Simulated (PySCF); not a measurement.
Two species compared at the same levels of theory.

First species: C₇H₁₁F.
SMILES: `FCC1=CCCCC1`

Second species: C4H9NSi2.
Geometry (GFN2-xTB, Å), atoms numbered from 1 in this order:
```xyz
16
C4H9NSi2 angstrom
N     -1.911   -0.836    2.231
C     -1.638   -0.570    1.151
C     -1.262   -0.212   -0.179
C     -0.128   -1.124   -0.676
C      1.161   -0.892    0.113
Si     1.581    0.978    0.114
Si    -0.624    1.623   -0.178
H     -2.143   -0.331   -0.816
H      0.045   -0.915   -1.736
H     -0.433   -2.172   -0.594
H      1.960   -1.505   -0.307
H      1.010   -1.234    1.139
H      2.265    1.355    1.353
H      2.482    1.291   -1.004
H     -1.024    2.188   -1.475
H     -1.349    2.366    0.854
```

Levels: PBE0/def2-SVPD for HOMO energy, LUMO energy, HOMO–LUMO gap and static isotropic polarisability; TDDFT PBE0/def2-SVPD for lowest singlet excitation; TDA PBE0/def2-SVPD for lowest triplet excitation (Tamm–Dancoff). Geometries: GFN2-xTB. All species are isolated and taken at one optimised geometry, non-relativistic unless stated; the electronic structure was computed with PySCF and density fitting.

Values for the first species:

```
HOMO energy                              : -6.91 eV
LUMO energy                              : 0.42 eV
HOMO–LUMO gap                            : 7.33 eV
Lowest singlet excitation                : 6.41 eV
Lowest triplet excitation (Tamm–Dancoff) : 4.36 eV
Static isotropic polarisability          : 80.9 au
```

Estimate the same properties for the second species, and the change in each.

```csv
property,first,second,second less first
HOMO energy,-6.91 eV,-8.13 eV,-1.22 eV
LUMO energy,0.42 eV,-0.52 eV,-0.94 eV
HOMO–LUMO gap,7.33 eV,7.61 eV,+0.28 eV
lowest singlet excitation,6.41 eV,6.38 eV,-0.03 eV
lowest triplet excitation (Tamm–Dancoff),4.36 eV,5.71 eV,+1.35 eV
static isotropic polarisability,80.9 au,101.8 au,+20.9 au
```

On the first: The polarisability is 11.99 Å³ as a volume (1 au = 0.148185 Å³), or 1.30 au for each of the 62 electrons. The vertical singlet–triplet gap S1 − T1 is 2.05 eV (TDDFT singlet less Tamm–Dancoff triplet; S1: HOMO→LUMO, weight 0.59, beside HOMO→LUMO+1, weight 0.38; T1: HOMO→LUMO, weight 0.71).

On the second: S1 lies 1.23 eV below the HOMO–LUMO gap; its leading configuration is HOMO→LUMO+1, weight 0.61, beside HOMO→LUMO, weight 0.35. The principal polarisabilities are 92.6, 101.8 and 110.9 au; their mean is the isotropic value.

One conformer stands for the species.
